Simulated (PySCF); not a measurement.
Excitation energy of In by level of theory

In [Kr] 4d10 5s2 5p1 (2P) → In [Kr] 4d10 5s1 5p2 (4P), as a difference of total energies. All numbers are calculated (PySCF 2.14, scalar relativity through the core potential, in aug-cc-pwCVDZ-PP with ECP28MDF (6s5p4d1f, 48 functions)). Correlated levels: valence: 4s2 4p6 4d10 frozen; valence and next inner shell: nothing frozen outside the core potential. The calculations carry no spin-orbit coupling.

Task: Order these methods by the excitation energy they give, lowest first.
A. PBE0
B. SCS-MP2 (valence and next inner shell)
C. BLYP
D. PBE

Result: B (4.348 eV), A (4.386 eV), D (4.734 eV), C (5.061 eV).

Errors of the correlated levels include the incompleteness of this basis and the frozen core.

For comparison: 4.350 eV (measured; NIST levels, between the centres of gravity of the two terms).
